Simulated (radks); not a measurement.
Task: All-electron atom: Zn XXVIII in [He] 2s1. All-electron calculation, scalar-relativistic Kohn-Sham, LDA (Slater exchange, VWN5 correlation), spin-polarised, spherical densities, finite nucleus; open shells are filled with parallel spins first; Fermi nuclear charge, rms radius 3.9283 fm. Program: a radial shooting solver on a logarithmic mesh with Libxc functionals. Some entries of the table are withheld. Estimate them.

| orbital | occ. | eigenvalue (eV) | <r> (bohr) | <1/r> (bohr^-1) |
|---|---|---|---|---|
| 1s up | 1 | -11508.42 | 0.05002 | (1) |
| 1s down | 1 | -11499.45 | 0.05000 | (2) |
| 2s up | 1 | -2735.406 | 0.2055 | (3) |
| 2s down | 0 | -2695.321 | 0.2060 | (4) |

Result: 
(1) 1s up <1/r> (bohr^-1): 30.34
(2) 1s down <1/r> (bohr^-1): 30.34
(3) 2s up <1/r> (bohr^-1): 7.324
(4) 2s down <1/r> (bohr^-1): 7.312
